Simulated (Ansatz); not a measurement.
C2H9InOSe. The species carries charge 0 and has multiplicity 1. In takes the def2 core potential. The bonds changed during the relaxation, so this is another structure than the one it started from.

Cartesian coordinates in Å:
```
C -0.6029 1.5870 -1.4592
In -0.0341 0.3444 0.2014
C -1.1426 -0.6161 1.7655
O 0.6861 -1.6107 -1.0813
Se 2.5121 0.5122 0.6765
H -1.4443 1.1504 -2.0003
H -0.9036 2.5737 -1.1025
H 0.2367 1.7134 -2.1440
H -1.1030 -0.0130 2.6738
H -2.1861 -0.7573 1.4820
H -0.6953 -1.5888 1.9733
H 0.6457 -1.5427 -2.0404
H 1.6128 -1.4396 -0.8325
H 2.4186 -0.3130 1.8877
```

Task: List the harmonic frequencies (cm⁻¹, unscaled) at PBE0-D4/def2-TZVP in Ansatz. (Best estimate.)

Result: Ansatz gave: 39, 57, 80, 92, 105, 110, 119, 190, 214, 226, 300, 445, 490, 524, 532, 625, 674, 695, 720, 740, 1192, 1195, 1449, 1451, 1453, 1455, 1621, 2442, 3057, 3062, 3147, 3153, 3155, 3159, 3619, 3879.

Task: Is this a minimum?

Result: Yes, all 36 modes are real.

Task: Give the ideal-gas thermochemistry at 298.15 K and 1 bar (rigid rotor, harmonic oscillator; point group C1, symmetry number 1).

Result: Zero-point energy 272.0 kJ/mol; H(298) − E = 305.4 kJ/mol; entropy 464.3 J/(mol·K), of which translation 177.4, rotation 123.5, vibration 163.4; G(298) − E = 167.0 kJ/mol. Modes under 100 cm⁻¹ are hindered rotations or soft bends, so the harmonic entropy is rough.

Task: And at 400, 500, 600, 800 and 1000 K?

Result: 
```
T (K)  H − E (kJ/mol)  S (J/mol/K)  G − E (kJ/mol)
  400           323.1        515.1           117.0
  500           342.3        557.9            63.3
  600           363.0        595.6             5.6
  800           408.0        660.3          -120.2
 1000           457.0        714.8          -257.9
```
